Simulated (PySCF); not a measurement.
# Frontier orbitals and the lowest excitations

C6H4NS (charge +1).
Bonds: N1–C2 (triple), C2–C3, C3–C4 (aromatic), C4–C5 (aromatic), C5–C6 (aromatic), C6–C7 (aromatic), C7–S8 (aromatic), C3–S8 (aromatic). Hydrogens: H9 on C4; H10 on C5; H11 on C6; H12 on C7.

Theory: PySCF 2.14.0, density-fitted response routines, TDDFT CAM-B3LYP/def2-SVPD, vertical, gas phase, core orbitals frozen in the response. Geometry: PBE0-D3(BJ)/def2-SVP; no solvent, vibrations or thermal averaging.

Kohn–Sham orbitals with the atoms that hold most of them (Löwdin shares over 4%, at most four atoms; ? is withheld):

```
orbital  ε (eV)                           atoms
 HOMO-3  -16.58                  N1 80%, C2 16%
 HOMO-2  -16.03           N1 47%, C2 38%, C3 6%
 HOMO-1  -15.76   S8 32%, C5 23%, C4 18%, C6 9%
   HOMO  -14.81                               ?
   LUMO       ?                               ?
 LUMO+1   -6.17  C4 22%, C7 19%, C6 18%, C3 12%
 LUMO+2   -3.68  S8 33%, N1 18%, C2 16%, C3 16%
```

Q: Give the leading atoms of the HOMO.

A: N1 (bonded to C) 23%; C2 (bonded to C and N) 16%; C3 (bonded to 2 C and S) 14%; C6 (bonded to 2 C and H) 13%. By element: carbon 43% or more, nitrogen 23%.

Q: Give the leading atoms of the LUMO.

A: S8 (bonded to 2 C) 24%; C5 (bonded to 2 C and H) 18%; C3 (bonded to 2 C and S) 18%; C7 (bonded to C, S and H) 15%. By element: carbon 51% or more, sulfur 24%.

Q: What is the LUMO energy, and the HOMO–LUMO gap?

A: ε(LUMO) = -7.65 eV; the gap is 7.16 eV (0.2629 hartree).

Q: The HOMO–LUMO gap is 7.16 eV. Where does the response calculation put the lowest singlet, and from which orbitals?

A: S1 is at 4.41 eV (f = 0.159), 2.75 eV below the gap, made of HOMO→LUMO (91%). Without the coupling terms of the response equations the lowest excitation would equal the gap.

Q: One configuration dominates each of S1, S2 and S3. Which, and how do the shares of the two leading atoms of either orbital change from the occupied to the empty one?

A: 
- S1 (4.41 eV, f 0.159), HOMO→LUMO (91%): N1 23% → at most 15%, C2 16% → at most 15%, S8 at most 14% → 24%, C5 at most 14% → 18%
- S2 (5.00 eV, f 0.0005), HOMO-2→LUMO (89%): N1 47% → at most 15%, C2 38% → at most 15%, S8 at most 4% → 24%, C5 at most 4% → 18%
- S3 (5.26 eV, f 0.036), HOMO-1→LUMO (71%): S8 32% → 24%, C5 23% → 18%

Löwdin shares depend on the basis, the more so with diffuse functions.

Hardware: an Arm Neoverse V1 with one thread, shared host. Cost: 39 s of wall time.
